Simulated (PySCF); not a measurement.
Si(Br)(OH)2(NH2) (BrH₄NO₂Si), SMILES N[Si](Br)(O)O. Atoms are numbered in the order given.

```xyz
9

N      1.9859    -0.1187    -0.9370
Si     0.4032     0.4096    -0.6033
O      0.4273     1.9625    -0.0469
O     -0.4351     0.1743    -2.0034
Br    -0.6818    -0.6758     1.0188
H      2.7100    -0.0307    -0.2339
H      2.1195    -0.9418    -1.5133
H      0.9357     2.5643    -0.6017
H     -1.3853     0.0631    -1.9032
```
Charge 0, spin multiplicity 1.

Geometry: PBE0-D3(BJ)/def2-SVP. This is a generated structure with no PubChem entry under its InChIKey; it may be hypothetical. Other conformers were not sampled.

Two levels are set side by side: PBE/pcSseg-1 (PySCF) and KT2/pcSseg-1 (PySCF). GIAO shifts against H2O (¹⁷O), NH3 (¹⁵N), TMS (²⁹Si), TMS (¹H) at the same level; non-relativistic, no solvent, atoms listed together averaged. Without spin–orbit terms, shifts of atoms bonded to Cl or Br come out too high at both levels. Differences are taken from unrounded values.

```tsv
quantity	KT2	PBE	PBE minus KT2
δ(¹⁵N) of N1 (ppm)	41.8	44.4	2.6
δ(²⁹Si) of Si2 (ppm)	-24.7	-26.8	-2.1
δ(¹H) of H8, H9 (ppm)	2.22	2.19	-0.03
```

Rough cost on one machine, each run with all the roots and properties that it gave: KT2 against PBE within a factor of 2.
